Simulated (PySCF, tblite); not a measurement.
C₄H₁₂N₂OSi.
Numbering: `[CH3:1][CH2:2][CH2:3][Si@H:4]([NH2:5])[NH:6][CH:7]=[O:8]` (hydrogens: H9, H10, H11 on C1; H12, H13 on C2; H14, H15 on C3; H16 on Si4; H17, H18 on N5; H19 on N6; H20 on C7)

Geometry (GFN2-xTB, Å), atoms numbered from 1 in this order:
```xyz
20
C4H12N2OSi angstrom
C     -2.970   -0.721    0.018
C     -1.535   -0.342   -0.330
C     -0.785    0.213    0.878
Si     1.015    0.701    0.524
N      1.045    1.705   -0.870
N      1.856   -0.777    0.056
C      3.128   -0.682   -0.345
O      3.725    0.365   -0.413
H     -2.987   -1.482    0.796
H     -3.515    0.148    0.380
H     -3.488   -1.112   -0.855
H     -1.014   -1.223   -0.713
H     -1.539    0.405   -1.125
H     -1.315    1.090    1.248
H     -0.818   -0.520    1.686
H      1.675    1.167    1.749
H      0.530    2.571   -0.869
H      1.954    1.842   -1.287
H      1.432   -1.689    0.082
H      3.600   -1.646   -0.613
```

Computed with PBE0/pcSseg-1 in PySCF (dipole) on a GFN2-xTB geometry, gas phase.

Take the most abundant isotopes and a rigid rotor. The values belong to one conformer with, in the numbering `[CH3:1][CH2:2][CH2:3][Si@H:4]([NH2:5])[NH:6][CH:7]=[O:8]`, C1–C2–C3–Si4 180°, C2–C3–Si4–N5 50°, C3–Si4–N5–H 59° and -166°, C3–Si4–N6–C7 175°, Si4–N6–C7–O8 -1°.

Problem. Give the principal moments of inertia and the rotational constants in MHz.

Solution. Ia = 139.27, Ib = 613.50, Ic = 666.51 u·Å²; 505379 MHz·u·Å²/I gives A = 3629, B = 823.8, C = 758.3 MHz.

Problem. What kind of rotor is it?

Solution. A near-prolate asymmetric top; Ray's κ = -0.954.

Problem. Is it planar, by Δ = Ic − Ia − Ib?

Solution. Not planar: Δ = Ic − Ia − Ib = -86.26 u·Å². For a rigid frame Δ = −2 Σ m c², so Σ m c² = 43.13 u·Å² lies off the ab plane: 13.42 from hydrogen and 29.70 from heavier atoms. The atom farthest from that plane is 1.90 Å away.

Problem. Give the other two planar moments, Paa and Pbb, and the rms extents of the mass along the axes.

Solution. Paa = Σ m a² = (Ib + Ic − Ia)/2 = 570.37 and Pbb = Σ m b² = (Ia + Ic − Ib)/2 = 96.14 u·Å². With the mass M = 132.07 u, the rms extents √(P/M) along a, b and c are 2.08, 0.85, 0.57 Å.

Problem. Where do the levels up to J = 4 lie, in MHz?

Solution. Above 0(0,0):
J = 1: 1(0,1) 1582, 1(1,1) 4387, 1(1,0) 4453
J = 2: 2(0,2) 4745, 2(1,2) 7486, 2(1,1) 7682, 2(2,1) 16097, 2(2,0) 16098
J = 3: 3(0,3) 9486, 3(1,3) 12133, 3(1,2) 12526, 3(2,2) 20843, 3(2,1) 20849, 3(3,1) 35033, 3(3,0) 35033
J = 4: 4(0,4) 15803, 4(1,4) 18327, 4(1,3) 18983, 4(2,3) 27171, 4(2,2) 27188, 4(3,2) 41363, 4(3,1) 41363, 4(4,1) 61226, 4(4,0) 61226
Those of J = 1 are B + C, A + C and A + B.

Problem. Which types of transition are allowed, and where do some lines up to J = 5 fall?

Solution. The dipole components are |μa| = 2.65 D, |μb| = 1.15 D, |μc| = 0.04 D. The squared components, which scale the intensities, stand as 1.00 : 0.19 : 0.00 (a : b : c). Some lines, for components of 0.1 D or more:

| type | branch | J(Ka,Kc) | MHz | lower level (cm⁻¹) |
| --- | --- | --- | --- | --- |
| b | R | 2(0,2) ← 1(1,1) | 358 | 0.146 |
| b | R | 3(0,3) ← 2(1,2) | 2001 | 0.250 |
| b | Q | 5(1,4) ← 5(0,5) | 3361 | 0.790 |
| a | R | 3(2,1) ← 2(2,0) | 4751 | 0.537 |
| a | R | 4(0,4) ← 3(0,3) | 6317 | 0.316 |
| a | R | 5(2,4) ← 4(2,3) | 7908 | 0.906 |
| a | R | 5(4,1) ← 4(4,0) | 7913 | 2.042 |
| a | R | 5(3,3) ← 4(3,2) | 7914 | 1.380 |
| b | Q | 2(2,1) ← 2(1,2) | 8612 | 0.250 |
| b | R | 3(2,1) ← 2(1,2) | 13363 | 0.250 |
| b | Q | 4(3,1) ← 4(2,2) | 14176 | 0.907 |
| b | Q | 5(3,3) ← 5(2,4) | 14199 | 1.170 |
| b | Q | 5(4,2) ← 5(3,3) | 19861 | 1.644 |
| b | R | 5(3,2) ← 4(2,3) | 22107 | 0.906 |
| b | Q | 5(5,0) ← 5(4,1) | 25538 | 2.306 |
| b | R | 4(4,0) ← 3(3,1) | 26193 | 1.169 |
| b | R | 5(4,1) ← 4(3,2) | 27775 | 1.380 |

Problem. Estimate the classical rotational partition function at 10 K, 50 K and 298.15 K.

Solution. Point group C1, symmetry number σ = 1; q = (√π/σ)·√((kT/h)³/(ABC)), k/h = 20836.6 MHz/K: 3540 at 10 K, 39600 at 50 K, 576000 at 298.15 K.

Its GFN2-xTB frequencies are all real (lowest 48 cm⁻¹). These are rigid-rotor constants of the computed structure; measured ground-state constants (B0) also hold zero-point vibration. A rigid rotor knows nothing of inversion at nitrogen or internal rotation, which can split or shift real lines. Quadrupole hyperfine structure (14N) is left out.

The run took 24 s (grids of density and orbitals included) on one thread of an AMD EPYC 9B45, on a shared host, and the process peaked at 0.97 GiB of memory. This is the PBE0/pcSseg-1 job that gave the dipole, with the shieldings it also computed.
